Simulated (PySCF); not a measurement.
C4H4F2O.
InChI=1S/C4H4F2O/c5-3-1-2(3)4(6)7/h2-3H,1H2/t2-,3-/m1/s1

Torsions of this conformer, `[O:1]=[C:2]([F:3])[C@@H:4]1[CH2:5][C@H:6]1[F:7]`: O1–C2–C4–C5 31°.

The closed-shell ground state was solved at several levels (PySCF, density fitting, gas phase, non-relativistic). One conformer (not necessarily the lowest) at the GFN2-xTB geometry, without solvent, vibrations or thermal averaging.

```tsv
level	basis functions	HOMO (eV)	LUMO (eV)	gap (eV)	dipole (D)
PBE0/pcSseg-1	139	-9.01	-0.72	8.29	2.26
CAM-B3LYP/def2-SVPD	181	-10.57	0.26	10.83	2.31
```

(1) What might B3LYP/pcJ-1 (229 basis functions) give for the same quantities?

(2) Over all these levels, which gives the widest orbital gap and which the narrowest?

(3) How far do the dipole and the HOMO energy spread over the levels?

Answers

(1) HOMO -8.75 eV, LUMO -0.97 eV, gap 7.78 eV, dipole 2.27 D.

(2) CAM-B3LYP/def2-SVPD (range-separated hybrid) has the widest, 10.83 eV, and B3LYP/pcJ-1 (global hybrid, 20 % exact exchange) the narrowest, 7.78 eV. Functional and basis both differ between the two, so the spread mixes both effects.

(3) The dipole runs from 2.26 to 2.31 D (mean 2.28 D) and the HOMO from -10.57 to -8.75 eV.
